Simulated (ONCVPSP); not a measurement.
# Se (Z = 34), ONCV: configuration errors across variants

ONCVPSP 4.0.1 input, shortened (lines: element, Z, core and valence counts, functional; n l f; lmax; l rc ep ncon nbas qcut; lloc lpopt rc5 dvloc0; l nproj debl; icmod fcfact rcfact), PBEsol, scalar-relativistic:

```
  Se 34.00    5    3  -116133      upf
    1    0    2.00
    2    0    2.00
    2    1    6.00
    3    0    2.00
    3    1    6.00
    3    2   10.00
    4    0    2.00
    4    1    3.75
    2
    0    1.60    0.00    5   10    5.10
    1    1.85    0.00    5    8    5.40
    2    1.10    0.00    3    7   14.20
    2    5    1.10    0.00
    0    1    2.50
    1    2    3.50
    2    0    2.00
    3    2.50    1.50
```

All-electron excitation energies from the reference (eV): (1) 3d10 4s2 4p4 -1.887; (2) 3d10 4s2 4p3 8.963; (3) 3d10 4s2 4p2 29.330.

A true bound ghost makes a file unfit for plane-wave use even where its test errors are small: the radial tests pick states by their node count and pass the ghost by.

Errors AE − PS in meV (a dash: test not solved or not reliable):

```
    change   (1)   (2)   (3)  bound ghosts  GHOST(+) flags above zero
      base  +0.3  -1.1  -0.8             s                          p
p: rc 1.26  +0.3  -0.6  +0.7          s, p                          p
p: rc 1.46  +0.3  -0.9  -0.9             s                          p
p: rc 1.58  +0.3  -1.0  -1.0             s                          p
 p: rc 1.8  +0.3  -1.0  -0.8             s                          p
p: rc 1.86  +0.3  -1.1  -0.8             s                          p
 p: rc 2.1  +0.3  -1.1  -1.8             s                          p
p: rc 2.26  +0.3  -1.3  -3.4             s                          p
p: rc 2.34  +0.3  -1.3  -4.4             s                          p
 p: rc 2.7  +0.3  -1.9   -11             s                          p
```

Q: Give the same row for: p: rc 2.56.

A: +0.3, -1.6, -8.0; bound ghosts: s; GHOST(+) flags above zero: p.
